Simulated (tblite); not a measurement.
Compound: C5H13NOSSi.
Structure used (GFN2-xTB), in Å, numbered top down from 1:
```
atom  x, y, z in Å
C1     3.3376    0.4823   -0.2984
S2     1.6970    0.3896   -1.1448
O3     1.7961   -0.7336   -2.0766
C4     0.7741   -0.2419    0.3644
C5     0.1300    0.9698    1.0223
C6    -1.1943    1.0593    0.2649
N7    -1.5890   -0.3205    0.1275
Si8   -3.1661   -0.8810   -0.2324
C9    -0.3952   -1.1117   -0.0926
H10    4.0467    0.9147   -0.9966
H11    3.2462    1.1123    0.5787
H12    3.6533   -0.5208   -0.0337
H13    1.4793   -0.7776    0.9963
H14    0.7329    1.8714    0.9186
H15   -0.0546    0.7825    2.0809
H16   -1.9627    1.6204    0.7961
H17   -1.0248    1.5344   -0.7141
H18   -3.5169   -0.9058   -1.6614
H19   -3.2220   -2.2435    0.2982
H20   -4.0562    0.0423    0.4709
H21   -0.2573   -1.3825   -1.1484
H22   -0.4647   -2.0416    0.4793
```

Computed with GFN2-xTB (tblite): harmonic, unscaled wavenumbers at the GFN2-xTB geometry, gas phase. The method is semi-empirical: single wavenumbers can be off by several per cent or more. Modes of hydrogen on silicon can be 10 to 20 % off. One conformer, not necessarily the lowest.

Harmonic wavenumbers (cm⁻¹): 27.4, 34.7, 96.7, 123.3, 163.8, 176.9, 208.9, 235.2, 264.3, 293.4, 336.1, 389.4, 471.3, 558.6, 605.5, 611.8, 659.8, 675.6, 741.5, 780.9, 813.2, 828.0, 874.3, 880.6, 904.7, 968.1, 982.0, 1003.0, 1040.1, 1094.4, 1108.4, 1128.8, 1151.9, 1160.1, 1188.7, 1209.1, 1238.3, 1260.2, 1280.8, 1286.2, 1312.9, 1337.6, 1437.1, 1459.2, 1466.6, 1485.8, 1495.9, 2177.2, 2253.6, 2260.6, 2838.5, 2877.6, 2943.5, 2984.6, 2993.2, 2994.1, 2999.9, 3051.3, 3063.9, 3072.4.

A = 2682, B = 638.8, C = 571.3 MHz; mass 163.049 u (most abundant isotopes); point group C1, symmetry number 1.

Task: What is the zero-point energy?

Result: Half the sum of the wavenumbers: 37681 cm⁻¹ = 107.73 kcal/mol.

Task: Give the ideal-gas entropy at 273.15 K and 1 bar in the rigid-rotor, harmonic-oscillator model (classical rotation).

Result: Translation 40.77, rotation 29.91, vibration 34.23: S = 104.9 cal/(mol K).

Task: And Cp and H(273.15 K) − H(0)?

Result: Cp = 41.64 cal/(mol K), of which vibrations give 33.69 (their classical limit is 60 R = 119.2); H(273.15 K) − H(0) = 6.90 kcal/mol without the zero-point energy, 4.72 from vibrations.

Task: How do the functions run with temperature in this model?

Result: 
```json
{"T (K)": "50", "S (cal/(mol K))": "62.8", "Cp (cal/(mol K))": "14.6", "H − H(0) (kcal/mol)": "0.56", "G − H(0) (kcal/mol)": "-2.58", "ln q(vib)": "1.18"}
{"T (K)": "100", "S (cal/(mol K))": "75.0", "Cp (cal/(mol K))": "21.4", "H − H(0) (kcal/mol)": "1.47", "G − H(0) (kcal/mol)": "-6.04", "ln q(vib)": "2.84"}
{"T (K)": "298.15", "S (cal/(mol K))": "108.7", "Cp (cal/(mol K))": "44.7", "H − H(0) (kcal/mol)": "7.98", "G − H(0) (kcal/mol)": "-24.43", "ln q(vib)": "9.32"}
{"T (K)": "373.15", "S (cal/(mol K))": "119.7", "Cp (cal/(mol K))": "53.8", "H − H(0) (kcal/mol)": "11.67", "G − H(0) (kcal/mol)": "-33.00", "ln q(vib)": "11.69"}
{"T (K)": "500", "S (cal/(mol K))": "137.4", "Cp (cal/(mol K))": "66.9", "H − H(0) (kcal/mol)": "19.36", "G − H(0) (kcal/mol)": "-49.32", "ln q(vib)": "15.65"}
{"T (K)": "750", "S (cal/(mol K))": "168.2", "Cp (cal/(mol K))": "85.1", "H − H(0) (kcal/mol)": "38.55", "G − H(0) (kcal/mol)": "-87.63", "ln q(vib)": "23.19"}
{"T (K)": "1000", "S (cal/(mol K))": "194.4", "Cp (cal/(mol K))": "96.8", "H − H(0) (kcal/mol)": "61.40", "G − H(0) (kcal/mol)": "-133.05", "ln q(vib)": "30.19"}
```

q(vib) and H(0) count from the zero-point level.

Task: What must be added to the electronic energy to get the Gibbs energy at 273.15 K and 1 bar?

Result: ZPE + [H(273.15 K) − H(0)] − T·S = 107.73 + 6.90 − 28.66 = 85.97 kcal/mol.

Task: Which modes carry the vibrational entropy at 273.15 K?

Result: 27.4 cm⁻¹: 5.84; 34.7 cm⁻¹: 5.37; 96.7 cm⁻¹: 3.35; 123.3 cm⁻¹: 2.88; 163.8 cm⁻¹: 2.34; 176.9 cm⁻¹: 2.20 cal/(mol K); the other 54 give 12.26 together.

Task: Blend soft modes into free rotors: weight 1/[1 + (100 cm⁻¹/ν̃)⁴] for the oscillator and the rest for a rotor with moment μB/(μ + B), μ = h/(8π²ν), B = 10⁻⁴⁴ kg m². What vibrational entropy results?

Result: 30.57 cal/(mol K) in place of 34.23, which changes −T·S at 273.15 K by +1.00 kcal/mol.

Hindered rotation and anharmonicity are outside this model. Other conformers, if any are populated, would add a mixing term that is left out. The structure is chiral; the term R ln 2 for an equal mix with its mirror image is left out.
